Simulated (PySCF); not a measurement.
## Correlation energy of Ru (ruthenium, neutral)

[Kr] 4d6 5s1 5p1, one real determinant (an excited configuration). All numbers are calculated (PySCF 2.14, a scalar-relativistic core potential, in def2-QZVPPD with the def2 core potential (28 electrons) (7s5p4d4f2g, 88 functions)). Frozen: 4s2 4p6; 8 electrons correlated.

```csv
level,correlation energy (mhartree)
CCSD,-152.00
(T),-5.20
CCSD(T),-157.20
```

Diagnostics: T1 = 0.012, D1 = 0.0398, largest double amplitude 0.055.

The real determinant used has ⟨L²⟩ near 8 against 12 for a pure F term, so it mixes terms.

Cost of the coupled-cluster step: of the order of 15 core-seconds, for 8 correlated electrons.

The reference is one real determinant that mixes LS terms of this configuration.
